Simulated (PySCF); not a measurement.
Compound: C2F3O2 (doublet state).
Geometry (GFN2-xTB, Å), atoms numbered from 1 in this order:
```xyz
7
C2F3O2 angstrom
O      1.429   -1.618    0.067
C      1.586   -0.456   -0.080
O      0.767    0.577   -0.133
C     -0.597    0.407   -0.002
F     -0.919   -0.126    1.167
F     -1.092   -0.371   -0.954
F     -1.170    1.592   -0.092
```

The hyperfine couplings belong to this conformer and change with its torsions.

The species is `O=[C]OC(F)(F)F` [radical].

Method: UKS B3LYP, pcH-1 on C F O, non-relativistic, mean-field spin-orbit, GIAO in PySCF. One conformer (not necessarily the lowest) at the GFN2-xTB geometry, without solvent, vibrations or thermal averaging. The geometry wasn't refined by DFT: couplings that depend on bond lengths, twists or pyramidal angles can differ widely from those at the functional's own minimum. No stability test was run, so a lower SCF solution isn't excluded.

(1) Match the computed a_iso(17O) values -269.9, -51.1 MHz with the sites O1; O3.

(2) Match the computed a_iso(13C) values +693.3, +68.9 MHz with the sites C2; C4.

## Answers

(1) 
| site | a_iso (MHz) | ρ(0) (bohr⁻³) | position | distance from C2 (Å) | spin population | largest \|T\| (MHz) |
| --- | --- | --- | --- | --- | --- | --- |
| O1 | -51.1 | +0.0843 | 1 bond from C2 | 1.18 | +0.22 | 103.8 |
| O3 | -269.9 | +0.4452 | 1 bond from C2 | 1.32 | +0.01 | 19.9 |

(2) 
```json
{"site": "C2", "a_iso (MHz)": "+693.3", "ρ(0) (bohr⁻³)": "+0.6167", "position": "largest spin population", "distance from C2 (Å)": "0.00", "spin population": "+0.72", "largest |T| (MHz)": "95.2"}
{"site": "C4", "a_iso (MHz)": "+68.9", "ρ(0) (bohr⁻³)": "+0.0613", "position": "2 bonds from C2", "distance from C2 (Å)": "2.35", "spin population": "+0.04", "largest |T| (MHz)": "11.5"}
```

ρ(0) is the spin density at the nucleus and T the dipolar tensor; entries for several nuclei are means. The Mulliken spin populations are largest on C2 (+0.72) and O1 (+0.22).

Nuclei that the bonding pattern makes equivalent are averaged, as if the motion that swaps them (rotation, inversion, ring flip) were fast. The three 19F nuclei of mean +25.3 MHz run from 18.9 to 38.0 MHz in the frozen geometry.

The run took 24 s wall (grids of density and orbitals included) on Arm Neoverse V1, one thread, shared host with 32 logical CPUs at a one-minute load of 39, and the process peaked at 0.67 GiB of memory.
